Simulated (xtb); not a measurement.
C$_{4}$H$_{5}$ (SMILES C1=CC[CH-]1), charge -1, singlet, from a rough starting geometry; GFN2-xTB in xtb.

The xtb input:
```
$ xtb mol.xyz --gfn 2 --chrg -1 --opt vtight --json

# file mol.xyz
9

C     -0.18108513    -0.80662390     0.81111262
C     -0.11746117     0.54196013     0.78991466
C     -0.08746033    -0.93730712    -0.69572668
C     -0.15523770     0.65030284    -0.71693347
H     -0.16193104    -1.54655735     1.60883990
H     -0.09757929     1.33215884     1.62923661
H      0.74178308    -1.39809277    -1.12029748
H      0.84618077     1.12057471    -1.18939200
H     -0.99576436     1.11267859    -1.16500328
```

What the program printed (banner, timings and long lists left out):

```
   ID    Z sym.   atoms
    1    6 C      1-4
    2    1 H      5-9

           -------------------------------------------------
          |                Calculation Setup                |
           -------------------------------------------------

           -------------------------------------------------
          |                 G F N 2 - x T B                 |
           -------------------------------------------------

          ...................................................
          :                      SETUP                      :
          :.................................................:
          :  # basis functions                  21          :
          :  # atomic orbitals                  21          :
          :  # shells                           13          :
          :  # electrons                        22          :
          :  max. iterations                   250          :
          :  Hamiltonian                  GFN2-xTB          :
          :  restarted?                      false          :
          :  GBSA solvation                  false          :
          :  PC potential                    false          :
          :  electronic temp.          300.0000000     K    :
          :  accuracy                    1.0000000          :
          :  -> integral cutoff          0.2500000E+02      :
          :  -> integral neglect         0.1000000E-07      :
          :  -> SCF convergence          0.1000000E-05 Eh   :
          :  -> wf. convergence          0.1000000E-03 e    :
          :  Broyden damping             0.4000000          :
          :  net charge                         -1          :
          :  unpaired electrons                  0          :
          ...................................................

 iter      E             dE          RMSdq      gap      omega  full diag
   1    -11.2194915 -0.112195E+02  0.463E+00    3.40       0.0  T
   2    -11.2472710 -0.277795E-01  0.271E+00    2.02       1.0  T
   3    -11.2755023 -0.282314E-01  0.216E+00    2.94       1.0  T
   4    -11.2909153 -0.154130E-01  0.873E-01    2.58       1.0  T
   5    -11.2918286 -0.913294E-03  0.317E-01    2.43       1.0  T
   6    -11.2924136 -0.584941E-03  0.996E-02    2.49       1.0  T
   7    -11.2924427 -0.291303E-04  0.442E-02    2.48       1.0  T
   8    -11.2924443 -0.156786E-05  0.665E-03    2.48       5.0  T
   9    -11.2924444 -0.115435E-06  0.232E-03    2.48      14.4  T
  10    -11.2924444 -0.930766E-08  0.259E-04    2.48     128.5  T
  11    -11.2924444 -0.689049E-11  0.761E-05    2.48     437.8  T

   *** convergence criteria satisfied after 11 iterations ***

         :::::::::::::::::::::::::::::::::::::::::::::::::::::
         ::                     SUMMARY                     ::
         :::::::::::::::::::::::::::::::::::::::::::::::::::::
         :: total energy             -11.129556751917 Eh    ::
         :: gradient norm              0.140501337765 Eh/a0 ::
         :: HOMO-LUMO gap              2.479405911943 eV    ::
         ::.................................................::
         :: SCC energy               -11.292443328960 Eh    ::
         :: -> isotropic ES            0.130153507732 Eh    ::
         :: -> anisotropic ES          0.014142410731 Eh    ::
         :: -> anisotropic XC          0.006609671277 Eh    ::
         :: -> dispersion             -0.005633845801 Eh    ::
         :: repulsion energy           0.162886577043 Eh    ::
         :: add. restraining           0.000000000000 Eh    ::
         :: total charge              -1.000000000000 e     ::
         :::::::::::::::::::::::::::::::::::::::::::::::::::::

      -----------------------------------------------------------
     |                   =====================                   |
     |                        A N C O P T                        |
     |                   =====================                   |
[...]
 * total energy  :   -11.1514572 Eh     change       -0.1472479E-02 Eh
 * total energy  :   -11.1522171 Eh     change       -0.7598820E-03 Eh
 * total energy  :   -11.1528346 Eh     change       -0.6175116E-03 Eh
 * total energy  :   -11.1533213 Eh     change       -0.4867395E-03 Eh
 * total energy  :   -11.1535805 Eh     change       -0.2592124E-03 Eh
 * total energy  :   -11.1537040 Eh     change       -0.1234137E-03 Eh
 * total energy  :   -11.1537423 Eh     change       -0.3836443E-04 Eh
 * total energy  :   -11.1537507 Eh     change       -0.8425208E-05 Eh
 * total energy  :   -11.1537534 Eh     change       -0.2691317E-05 Eh
 * total energy  :   -11.1537540 Eh     change       -0.5540255E-06 Eh
 * total energy  :   -11.1537542 Eh     change       -0.1877694E-06 Eh
 * total energy  :   -11.1537543 Eh     change       -0.7644911E-07 Eh
   *** GEOMETRY OPTIMIZATION CONVERGED AFTER 15 ITERATIONS ***
         :: total energy             -11.153754253533 Eh    ::
[...]
         6        2.0000           -0.2603906              -7.0856
         7        2.0000           -0.2033716              -5.5340
         8        2.0000           -0.1862625              -5.0685
         9        2.0000           -0.1694052              -4.6098
        10        2.0000           -0.1336819              -3.6377
        11        2.0000           -0.0510071              -1.3880 (HOMO)
        12                          0.0666815               1.8145 (LUMO)
        13                          0.3133693               8.5272
        14                          0.3262674               8.8782
        15                          0.3640115               9.9053
        16                          0.3957192              10.7681
        17                          0.3969622              10.8019
        18                          0.4516335              12.2896
        19                          0.5016209              13.6498
        20                          0.5884990              16.0139
        21                          0.9485119              25.8103
      -------------------------------------------------------------
                  HL-Gap            0.1176885 Eh            3.2025 eV
             Fermi-level            0.0078372 Eh            0.2133 eV

     #   Z          covCN         q      C6AA      α(0)
     1   6 C        3.276    -0.062    28.076     8.533
     2   6 C        3.203    -0.201    32.613     9.303
     3   6 C        3.203    -0.201    32.614     9.303
     4   6 C        4.187    -0.029    21.010     6.510
     5   1 H        0.924    -0.113     6.045     3.845
     6   1 H        0.923    -0.122     6.402     3.957
     7   1 H        0.923    -0.122     6.402     3.957
     8   1 H        0.923    -0.075     4.749     3.408
     9   1 H        0.923    -0.075     4.749     3.408

 Mol. C6AA /au·bohr⁶  :       1099.052412
 Mol. C8AA /au·bohr⁸  :      24250.414911
 Mol. α(0) /au        :         52.224724

Wiberg/Mayer (AO) data.
largest (>0.10) Wiberg bond orders for each atom

 ---------------------------------------------------------------------------
     #   Z sym  total        # sym  WBO       # sym  WBO       # sym  WBO
 ---------------------------------------------------------------------------
     1   6 C    3.946 --     2 C    1.456     3 C    1.456     5 H    0.954
     2   6 C    3.703 --     1 C    1.456     4 C    0.994     6 H    0.950
                             3 C    0.268
     3   6 C    3.702 --     1 C    1.456     4 C    0.994     7 H    0.950
                             2 C    0.268
     4   6 C    3.963 --     2 C    0.994     3 C    0.994     9 H    0.965
                             8 H    0.965
     5   1 H    0.987 --     1 C    0.954
     6   1 H    0.985 --     2 C    0.950
     7   1 H    0.985 --     3 C    0.950
     8   1 H    0.994 --     4 C    0.965
     9   1 H    0.994 --     4 C    0.965
 ---------------------------------------------------------------------------

Topologies differ in total number of bonds
Writing topology from bond orders to xtbtopo.mol

molecular dipole:
                 x           y           z       tot (Debye)
 q only:        0.045       0.223      -0.232
   full:        0.045       0.291      -0.302       1.073
molecular quadrupole (traceless):
                xx          xy          yy          xz          yz          zz
 q only:        3.751       0.812      -1.900       0.845      -0.944      -1.851
  q+dip:        2.569      -0.931      -1.320      -0.861      -1.783      -1.249
   full:        2.713      -0.827      -1.396      -0.759      -1.919      -1.317

optimized geometry written to: xtbopt.xyz

           -------------------------------------------------
          | TOTAL ENERGY              -11.153754253533 Eh   |
          | GRADIENT NORM               0.000094319633 Eh/α |
          | HOMO-LUMO GAP               3.202468125069 eV   |
           -------------------------------------------------
```
